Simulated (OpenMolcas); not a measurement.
## Si II: the spin-orbit constant, worked from levels

```json
{"Program": "OpenMolcas", "Basis": "ANO-RCC-VQZP [6s5p3d2f1g]", "Scalar Hamiltonian": "DKH2, point nucleus", "Active space": "1 electron in 9 orbitals (RAS2 3p; RAS3 3d 4s, at most 1 electron)", "State averaging": "2S+1 = 2 odd, 3 roots; 2S+1 = 2 even, 6 roots", "Spin-orbit coupling": "state interaction with AMFI integrals over the reference wave functions, term energies averaged over their components"}
```

Methods: RASSCF; SS-RASPT2, IPEA 0.25 Eh, imaginary shift 0.1 Eh (closed shells correlated: 2s 2p 3s). Measured levels: NIST Handbook of Basic Atomic Spectroscopic Data.

**The spin-orbit constant.** For the Hund term ²P° of p1, E(J) = (A/2) J(J+1) + constant and ζ = 2S·A = A. From J = 1/2 to J = 3/2 the energy changes by 1.5 A.

```tsv
Source	E(3/2) - E(1/2)	A	ζ
RASSCF	252.2	168.1	168
SS-RASPT2	252.2	168.1	168
measured	287.2	191.5	191
```

All in cm-1. SS-RASPT2 is off by -12.2 % and RASSCF by -12.2 %. Both methods take the spin-orbit matrix elements from the reference wave functions, so the second can move ζ only through the term energies and any multistate remixing.

With one active electron the reference holds no correlation, so core polarisation is missing (holds for RASSCF). With one active electron, CASPT2 adds the correlation within the correlated inactive shells and between them and that electron, and leaves the splitting within a term as the reference gives it (holds for SS-RASPT2). Measured partners are found by configuration, term and J. A level has none where our copy of the source lacks it or the pairing is in doubt (some pairs that miss far off the trend of their configuration count as doubtful), and it then counts in no deviation. Levels of configurations outside the active space are missing.

° marks odd parity.
